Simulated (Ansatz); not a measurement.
Geometry optimisation, RKS PBE-D4/def2-SVP in Ansatz 0.2.0.

The input (input.yaml):

```yaml
crystal:
  periodic: [false, false, false]
  atoms:
    - { symbol: Ge, position_ang: [0.0, 0.0, 0.0] }
    - { symbol: H, position_ang: [0.0, 0.0, 1.9] }
    - { symbol: Cl, position_ang: [2.0935, 0.0, -0.7393] }
    - { symbol: Cl, position_ang: [-1.0456, 1.8115, -0.7393] }
    - { symbol: Cl, position_ang: [-1.0456, -1.8115, -0.7393] }
    - { symbol: "N", position_ang: [-2.0973, 0.0, 0.6969] }
    - { symbol: H, position_ang: [-2.8173, -0.6071, 0.2106] }
    - { symbol: H, position_ang: [-2.3831, 0.6071, 1.5174] }
    - { symbol: H, position_ang: [-1.0245, 0.0, 1.831] }
basis:
  gaussian: { orbitals: def2-SVP }
hamiltonian:
  xc: pbe
  dispersion: d4
relax:
  f_tol: 0.15
  max_steps: 25
  restrain:
    - { distance: [0, 5], at: 3.11, k: 30.0 }
    - { distance: [8, 1], at: 1.86, k: 30.0 }
    - { distance: [0, 1], at: 1.55, k: 30.0 }
    - { distance: [8, 5], at: 1.06, k: 30.0 }
output:
  orbitals: {}
```

Launched with:

```bash
$ ansatz run input.yaml --threads 4 --pin off --max-ram 5120MiB --backend cpu --events-out ev --progress --plain --runs-dir out
```

Problem. Where does it end, and by what steps?

Solution. The forces met the threshold. The restraints hold the end off the free minimum; the threshold counts their pulls, which the force column leaves out. Restrained pairs: Ge1–N6 (2.21 → 3.12 Å), H2–H9 (1.03 → 1.87 Å), Ge1–H2 (1.90 → 1.55 Å), N6–H9 (1.56 → 1.04 Å). After 8 steps the energy has fallen by 4.449 eV (the restraints' own energy left out); N6 moved furthest, 0.89 Å.

```json
{"step": "0", "energy less start (eV)": "0.0000", "largest force component (eV/Å)": "3.498", "accepted": "yes"}
{"step": "1", "energy less start (eV)": "-0.4065", "largest force component (eV/Å)": "3.174", "accepted": "yes"}
{"step": "2", "energy less start (eV)": "-1.2917", "largest force component (eV/Å)": "4.888", "accepted": "yes"}
{"step": "3", "energy less start (eV)": "-2.7133", "largest force component (eV/Å)": "4.506", "accepted": "yes"}
{"step": "4", "energy less start (eV)": "-3.7150", "largest force component (eV/Å)": "2.409", "accepted": "yes"}
{"step": "5", "energy less start (eV)": "-4.2577", "largest force component (eV/Å)": "1.424", "accepted": "yes"}
{"step": "6", "energy less start (eV)": "-4.4074", "largest force component (eV/Å)": "0.821", "accepted": "yes"}
{"step": "7", "energy less start (eV)": "-4.4379", "largest force component (eV/Å)": "0.729", "accepted": "yes"}
{"step": "8", "energy less start (eV)": "-4.4486", "largest force component (eV/Å)": "0.739", "accepted": "yes"}
```

```xyz
9
Properties=species:S:1:pos:R:3
Ge 0.155 0.042 -0.079
H 0.138 -0.059 1.463
Cl 2.218 0.038 -0.725
Cl -0.737 1.860 -0.841
Cl -0.775 -1.675 -1.013
N -2.553 -0.070 1.460
H -2.657 -0.702 0.658
H -2.455 0.883 1.093
H -1.654 -0.317 1.921
```

The run took 14 s on 4 threads of Arm Neoverse V1 (shared host), peak memory 0.19 GiB.
